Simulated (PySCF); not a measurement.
**NMR problem set**

Calculated, not measured (PySCF): structure optimised with GFN2-xTB, PBE0/pcSseg-1 with gauge-including orbitals. Non-relativistic Hamiltonian, equivalent nuclei averaged, a single conformation, gas phase.

Shifts are taken against calculated references (same method and geometry level): ¹H, ¹³C against TMS. Splittings of carbon signals by F and P are missing where no couplings were computed. Where no couplings were computed, multiplicities follow the n + 1 count of equivalent neighbours, and m marks all less simple cases (inequivalent or close neighbours, rings, F or P nearby). Shifts are as computed. Against solution values, carbons near 30 ppm lie about +3 ppm off and those near 130 ppm about +5 ppm. Of 1211 compounds with measured shifts, 218 miss one by over three times the rms of a fit or turn the order of signals round; such compounds aren't used in these exercises.

Problem. C6H8F3OP. ¹H NMR (500 MHz, computed): δ 9.19 (m, 1H), 2.83 (m, 1H), 1.60 (m, 3H), 0.68 (m, 3H). ¹³C{¹H} NMR (computed): δ 175.9 (C), 169.2 (CH), 130.1 (C), 37.7 (CH), 21.3 (CH3), 18.5 (CH3). Give a structure.

Solution. `CC(C)[P@]1(=O)C=C1C(F)(F)F`. 6 carbon signals for 6 carbons: no two carbons are equivalent. Carbon types of the structure: 2 × C, 2 × CH, 2 × CH3, which accounts for all hydrogens. δC 175.9: fully substituted alkene carbon. δC 169.2: alkene CH. δC 130.1: CF3 carbon; 3 electronegative neighbours deshield it. δH 9.19: hydrogen on an alkene CH.

This is the structure that produced the data.

Problem. C7H11P. ¹H NMR (400 MHz, computed): δ 7.29 (m, 1H), 5.57 (m, 1H), 5.32 (m, 1H), 2.64 (m, 3H), 1.18 (m, 1H), 1.02 (m, 2H), 0.53 (m, 2H). ¹³C{¹H} NMR (computed): δ 214.2 (C), 149.9 (CH), 116.1 (CH2), 21.2 (CH3), 14.0 (CH), 8.3 (CH2). Identify the compound.

Solution. `C=C/C(C)=P/C1CC1`. 6 carbon signals for 7 carbons: some carbons are equivalent by symmetry or fast rotation. Carbon types of the structure: 1 × C, 2 × CH, 3 × CH2, 1 × CH3, which accounts for all hydrogens. δC 214.2: carbon double-bonded to a heavier main-group atom. δC 149.9: alkene CH; the olefinic region. δC 116.1: terminal =CH2 carbon; as expected for a trigonal carbon in a double bond. δH 1.18, 1.02, 0.53: hydrogen on a three-membered-ring carbon; cyclopropane-type protons are shielded by the ring.

This is the structure that produced the data.
